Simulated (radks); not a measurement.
Spherical jellium clusters: N electrons in a uniform positive sphere of charge N and radius rs N^(1/3), rs = 4.48 bohr. Calculated with a radial shooting solver with Libxc functionals: non-relativistic Kohn-Sham, PBEsol, spin-polarised, spherical densities. Levels are named by radial order and angular momentum (1s, 1p, 1d, 2s, ...), and open shells are averaged over m.

N = 11, configuration 1s2 1p6 1d(up 3, down 0). This is the lowest configuration that the search found. Occupied levels:

level    occupation  eigenvalue (eV)  <r> (bohr)
1s up             1          -4.2661       6.635
1s down           1          -4.0989       6.105
1p up             3          -3.4668       7.752
1p down           3          -3.1546       7.477
1d up             3          -2.4304       8.671

Energy (eV): total -19.3939, kinetic 16.135, external -390.69, Hartree 192.95, exchange-correlation -36.069, background 198.28.

Electron density:

r (bohr)  n(r) (e/bohr^3)
0.321            0.001494
1.13             0.001620
1.94             0.001870
2.74             0.002210
3.55             0.002587
4.36             0.002935
5.16             0.003178
5.97             0.003237
6.78             0.003059
7.58             0.002640
8.39             0.002050
9.20             0.001418
10.0            0.0008668
10.8            0.0004791
11.6            0.0002422
12.4            0.0001165
13.2           0.00005520
14.0           0.00002560
14.8           0.00001177
15.7            5.382e-06
